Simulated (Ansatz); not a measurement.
Mulliken charges of ClH4N2SV (`[NH2][V]([NH2])(=[S])[Cl]`) from PBE/def2-TZVPP in Ansatz (PBE0-D4/def2-TZVP geometry).

```json
{"atom": "N1", "x (Å)": "-1.186", "y (Å)": "0.855", "z (Å)": "-0.530", "charge (e)": "-0.390"}
{"atom": "V2", "x (Å)": "0.408", "y (Å)": "0.008", "z (Å)": "-0.404", "charge (e)": "0.608"}
{"atom": "N3", "x (Å)": "0.547", "y (Å)": "-0.948", "z (Å)": "1.125", "charge (e)": "-0.390"}
{"atom": "S4", "x (Å)": "0.565", "y (Å)": "-1.251", "z (Å)": "-1.940", "charge (e)": "-0.254"}
{"atom": "Cl5", "x (Å)": "1.980", "y (Å)": "1.511", "z (Å)": "-0.413", "charge (e)": "-0.250"}
{"atom": "H6", "x (Å)": "-1.526", "y (Å)": "1.465", "z (Å)": "0.202", "charge (e)": "0.158"}
{"atom": "H7", "x (Å)": "-1.847", "y (Å)": "0.773", "z (Å)": "-1.287", "charge (e)": "0.179"}
{"atom": "H8", "x (Å)": "0.395", "y (Å)": "-0.528", "z (Å)": "2.033", "charge (e)": "0.158"}
{"atom": "H9", "x (Å)": "0.751", "y (Å)": "-1.933", "z (Å)": "1.197", "charge (e)": "0.180"}
```

Question: By hand: the dipole of these point charges (1 e Å = 4.8032 D).

Answer: Σ q r = (-0.515, -0.080, 0.457) e Å, of length 0.693 e Å = 3.33 D.

Question: How does the dipole of the full density compare? (An estimate is asked.)

Answer: The calculation gave: (-0.595, -0.079, 0.538) e Å, 3.87 D; the point charges give 0.86 times that, at 1° from its direction.

Point charges leave out the atoms' own dipoles, such as those of lone pairs, and Mulliken's split depends on the basis, so the close match here is no proof of good charges.
